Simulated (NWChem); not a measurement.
System: ZrClF3; SMILES [F][Zr]([F])([Cl])[F]

All runs: NWChem. Medium grid unless said otherwise, to which SCAN and Minnesota functionals are sensitive. Geometry: optimised at PBE0/def2-SVP. def2 effective core potentials on Zr; no spin-orbit coupling. B3LYP is NWChem's, with the RPA form of VWN correlation.

**Question.** Among these, which level gives the highest value of “dipole (D)”?
(A) MN15-L/def2-SVP
(B) B3LYP/def2-SVP
(C) r2SCAN/def2-SVP
(D) RPBE/def2-SVP

**Answer.** A, MN15-L/def2-SVP. Values: B3LYP/def2-SVP 0.12; r2SCAN/def2-SVP 0.28; RPBE/def2-SVP 0.29; MN15-L/def2-SVP 0.38
